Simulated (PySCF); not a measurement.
A structure optimised at PBE-D3(BJ)/def2-SVP, used in a PySCF frequency run:

```
S
F 1 1.6134
F 1 1.6134 2 100.71
F 1 1.6881 2 87.92 3 -87.49
F 1 1.6881 2 87.92 4 174.98
```
Charge 0, spin multiplicity 1.

**Question.** Write its SMILES, formula and point group.

**Answer.** FS(F)(F)F, F4S, C2v

**Question.** What are its rotational constants (standard atomic weights)?

**Answer.** 6.1383, 3.8397, 3.0341 GHz
